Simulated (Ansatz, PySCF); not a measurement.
This Ansatz (an electronic-structure program) input computes a BLYP/def2-TZVPD energy:

Ansatz 0.2 input:
```yaml
crystal:
  periodic: [false, false, false]
  atoms:
    - {symbol: Sb, position_ang: [-0.15246409, -0.12031107, 0.27598965]}
    - {symbol: F, position_ang: [-0.42184238, 1.47488843, -0.75930278]}
    - {symbol: F, position_ang: [1.28580557, -0.79312570, -0.80463857]}
basis:
  gaussian:
    orbitals: def2-TZVPD
hamiltonian:
  xc: {name: BLYP}
magnetization: {spin_polarized: true, initial_magnetization: 1}
output: {forces: true}
```

### Question
Write an input for the same energy in PySCF and say what it gives.

### Answer

```python
from pyscf import gto, scf, dft

mol = gto.M(
    atom='''
    Sb   -0.15246409   -0.12031107    0.27598965
    F    -0.42184238    1.47488843   -0.75930278
    F     1.28580557   -0.79312570   -0.80463857
    ''',
    basis='def2-tzvpd',
    ecp='def2-tzvp',
    charge=0,
    spin=1,
    verbose=4,
)

mf = dft.UKS(mol, xc='blyp').density_fit(auxbasis='def2-universal-jkfit')
mf.grids.level = 3
mf.conv_tol = 1e-9
mf.max_cycle = 100
mf.max_memory = 1500
mf.kernel()
if not mf.converged:
    mf = mf.newton()
    mf.kernel(mf.make_rdm1())
for _ in range(2):
    mo, _, stable, _ = mf.stability(return_status=True)
    if stable:
        break
    mf.kernel(mf.make_rdm1(mo, mf.mo_occ))
mf.analyze()
```
It gives -440.03001 Eh, and Ansatz -440.02995 Eh, a difference of 0.06 mEh, from the treatment of integrals and grids.

It need not be the lowest isomer of its formula.
